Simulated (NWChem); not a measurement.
System: dimethyl selenide (C2H6Se); SMILES [Se](C)C

The following NWChem deck was run.

```
start job
memory heap 200 mb stack 900 mb global 1100 mb
geometry units angstroms noautosym nocenter noautoz
  C      1.456391     0.000000     0.817910
  Se     0.000000     0.000000    -0.464843
  C     -1.456391     0.000000     0.817910
  H      1.424561    -0.900680     1.446984
  H      2.392542     0.000000     0.242921
  H      1.424561     0.900680     1.446984
  H     -1.424561    -0.900680     1.446984
  H     -2.392542     0.000000     0.242921
  H     -1.424561     0.900680     1.446984
end
basis spherical
  C library def2-svpd
  Se library def2-svpd
  H library def2-svpd
end
dft
  xc xpbe96 cpbe96
  iterations 150
end
property
  response 1 0.0
end
task dft property
```

Parts of the log:

```
             Northwest Computational Chemistry Package (NWChem) 7.3.0
             --------------------------------------------------------

                             Geometry "geometry" -> ""
                             -------------------------

 Output coordinates in angstroms (scale by  1.889725989 to convert to a.u.)

  No.       Tag          Charge          X              Y              Z
 ---- ---------------- ---------- -------------- -------------- --------------
    1 C                    6.0000     1.45639100     0.00000000     0.81791000
    2 Se                  34.0000     0.00000000     0.00000000    -0.46484300
    3 C                    6.0000    -1.45639100     0.00000000     0.81791000
    4 H                    1.0000     1.42456100    -0.90068000     1.44698400
    5 H                    1.0000     2.39254200     0.00000000     0.24292100
    6 H                    1.0000     1.42456100     0.90068000     1.44698400
    7 H                    1.0000    -1.42456100    -0.90068000     1.44698400
    8 H                    1.0000    -2.39254200     0.00000000     0.24292100
    9 H                    1.0000    -1.42456100     0.90068000     1.44698400

 Effective nuclear repulsion energy (a.u.)     186.6170569303

  pbe96 is a nonlocal functional; adding pw91lda local functional.
                              NWChem Property Module
                              ----------------------

                                 NWChem DFT Module
                                 -----------------

 Summary of "ao basis" -> "ao basis" (spherical)
 ------------------------------------------------------------------------------
       Tag                 Description            Shells   Functions and Types
 ---------------- ------------------------------  ------  ---------------------
 C                         def2-svpd                 8       20   4s2p2d
 Se                        def2-svpd                15       41   6s5p4d
 H                         def2-svpd                 4        8   2s2p

            General Information
            -------------------
          SCF calculation type: DFT
          Wavefunction type:  closed shell.
          No. of atoms     :     9
          No. of electrons :    52
           Alpha electrons :    26
            Beta electrons :    26
          Charge           :     0
          Spin multiplicity:     1
          Use of symmetry is: off; symmetry adaption is: off
          Maximum number of iterations: 150
          AO basis - number of functions:   129
                     number of shells:    55
          Convergence on energy requested:  1.00D-06
          Convergence on density requested:  1.00D-05
          Convergence on gradient requested:  5.00D-04

              XC Information
              --------------
          PerdewBurkeErnzerhof Exchange Functional  1.000
            Perdew 1991 LDA Correlation Functional  1.000 local
           PerdewBurkeErnz. Correlation Functional  1.000 non-local

             Grid Information
             ----------------
          Grid used for XC integration:  medium
          Radial quadrature: Mura-Knowles
          Angular quadrature: Lebedev.
          Tag              B.-S. Rad. Rad. Pts. Rad. Cut. Ang. Pts.
          ---              ---------- --------- --------- ---------
          C                   0.70       49          11.0       434
          Se                  1.15      112          10.0       590
          H                   0.35       45          12.0       434
          Grid pruning is: on
          Number of quadrature shells:   480
          Spatial weights used:  Erf1

      Superposition of Atomic Density Guess
      -------------------------------------

 Sum of atomic energies:       -2477.75964607

      Non-variational initial energy
      ------------------------------

 Total energy =   -2479.276301
 1-e energy   =   -3817.773423
 2-e energy   =    1151.880064
 HOMO         =      -0.247077
 LUMO         =       0.021224

   convergence    iter        energy       DeltaE   RMS-Dens  Diis-err
 ---------------- ----- ----------------- --------- --------- ---------
 d= 0,ls=0.0,diis     1  -2480.5164135361 -2.67D+03  7.04D-03  3.65D-01
 d= 0,ls=0.0,diis     2  -2480.5298317988 -1.34D-02  3.64D-03  1.59D-01
 d= 0,ls=0.0,diis     3  -2480.5349597672 -5.13D-03  1.84D-03  8.25D-02
 d= 0,ls=0.0,diis     4  -2480.5455019597 -1.05D-02  3.13D-04  2.49D-03
 d= 0,ls=0.0,diis     5  -2480.5458305164 -3.29D-04  3.64D-05  1.02D-05
  Resetting Diis
 d= 0,ls=0.0,diis     6  -2480.5458319339 -1.42D-06  8.22D-06  6.11D-07
 d= 0,ls=0.0,diis     7  -2480.5458320088 -7.49D-08  5.23D-06  7.52D-08

         Total DFT energy =    -2480.545832008801
      One electron energy =    -3820.774713054711
           Coulomb energy =     1253.314912491146
    Exchange-Corr. energy =      -99.703088375551
 Nuclear repulsion energy =      186.617056930315

 Numeric. integr. density =       52.000000913937

                       DFT Final Molecular Orbital Analysis
                       ------------------------------------

 Vector   24  Occ=2.000000D+00  E=-3.169574D-01
              MO Center= -2.0D-07,  3.2D-09,  3.9D-01, r^2= 3.5D+00
   Bfn.  Coefficient  Atom+Function         Bfn.  Coefficient  Atom+Function
  ----- ------------  ---------------      ----- ------------  ---------------
     5      0.325598  1 C  px                66      0.325598  3 C  px
    33     -0.313532  2 Se px                36     -0.238388  2 Se px
    90      0.223247  5 H  s                114     -0.223247  8 H  s
    30      0.197154  2 Se px                91      0.150721  5 H  s
   115     -0.150721  8 H  s                  8      0.141586  1 C  px

 Vector   25  Occ=2.000000D+00  E=-2.764208D-01
              MO Center=  1.5D-07,  4.1D-08, -1.6D-01, r^2= 2.9D+00
   Bfn.  Coefficient  Atom+Function         Bfn.  Coefficient  Atom+Function
  ----- ------------  ---------------      ----- ------------  ---------------
    35      0.403069  2 Se pz                38      0.317141  2 Se pz
    24     -0.275761  2 Se s                 32     -0.253254  2 Se pz
    25     -0.244123  2 Se s                  7     -0.225643  1 C  pz
    68     -0.225643  3 C  pz                23      0.188064  2 Se s
     4     -0.142489  1 C  s                 65     -0.142489  3 C  s

 Vector   26  Occ=2.000000D+00  E=-1.792453D-01
              MO Center= -3.9D-08, -1.0D-08, -3.0D-01, r^2= 2.4D+00
   Bfn.  Coefficient  Atom+Function         Bfn.  Coefficient  Atom+Function
  ----- ------------  ---------------      ----- ------------  ---------------
    37      0.544427  2 Se py                34      0.510051  2 Se py
    31     -0.318201  2 Se py                82      0.110441  4 H  s
    98     -0.110441  6 H  s                106      0.110441  7 H  s
   122     -0.110441  9 H  s                 83      0.108930  4 H  s
    99     -0.108930  6 H  s                107      0.108930  7 H  s

 Vector   27  Occ=0.000000D+00  E=-2.288371D-02
              MO Center=  1.5D-08,  3.6D-08, -2.7D-01, r^2= 6.6D+00
   Bfn.  Coefficient  Atom+Function         Bfn.  Coefficient  Atom+Function
  ----- ------------  ---------------      ----- ------------  ---------------
    39      0.566235  2 Se px                36      0.494721  2 Se px
    91     -0.328814  5 H  s                115      0.328814  8 H  s
    33      0.283047  2 Se px                 4      0.252565  1 C  s
    65     -0.252565  3 C  s                  2     -0.243631  1 C  s
    63      0.243631  3 C  s                 30     -0.174210  2 Se px

 Vector   28  Occ=0.000000D+00  E=-2.497698D-03
              MO Center= -1.4D-07, -7.2D-08,  1.2D+00, r^2= 9.1D+00
   Bfn.  Coefficient  Atom+Function         Bfn.  Coefficient  Atom+Function
  ----- ------------  ---------------      ----- ------------  ---------------
    26      1.253364  2 Se s                 41      0.737416  2 Se pz
     3      0.731641  1 C  s                 64      0.731641  3 C  s
    91     -0.515612  5 H  s                115     -0.515612  8 H  s
    83     -0.490866  4 H  s                 99     -0.490866  6 H  s
   107     -0.490866  7 H  s                123     -0.490866  9 H  s

 Vector   29  Occ=0.000000D+00  E= 5.238629D-03
              MO Center=  4.3D-07, -4.9D-08, -9.9D-01, r^2= 7.1D+00
   Bfn.  Coefficient  Atom+Function         Bfn.  Coefficient  Atom+Function
  ----- ------------  ---------------      ----- ------------  ---------------
    26     -0.908115  2 Se s                 25      0.854676  2 Se s
     3     -0.680948  1 C  s                 64     -0.680947  3 C  s
    41      0.514150  2 Se pz                24      0.407284  2 Se s
    91      0.388413  5 H  s                115      0.388413  8 H  s
    38      0.298428  2 Se pz                23     -0.258634  2 Se s

     Multipole analysis of the density
     ---------------------------------

     L   x y z        total         alpha         beta         nuclear
     -   - - -        -----         -----         ----         -------
     0   0 0 0     -0.000000    -26.000000    -26.000000     52.000000

     1   1 0 0     -0.000000     -0.000000     -0.000000     -0.000000
     1   0 1 0     -0.000000     -0.000000     -0.000000      0.000000
     1   0 0 1      0.582069      0.022659      0.022659      0.536750

[...]

 DFT Linear Response polarizability / au
 Frequency  =       0.0000000 / au
              X              Y              Z
 -----------------------------------------------
 X      65.4204435     -0.0000002      0.0000015
 Y      -0.0000002     49.8669677      0.0000004
 Z       0.0000015      0.0000004     56.8634917
 -----------------------------------------------
 Eigenvalues =      65.4204435     49.8669677     56.8634917
 Isotropic   =      57.3836343
 Anisotropic =      13.4922826
 -----------------------------------------------

 Magnetic Dipole Response Matrix (nonzero elements):

 Exiting AOResponse driver routine
```

Level: PBE/def2-SVPD. Coordinates come from a PBE0/def2-SVP optimisation.
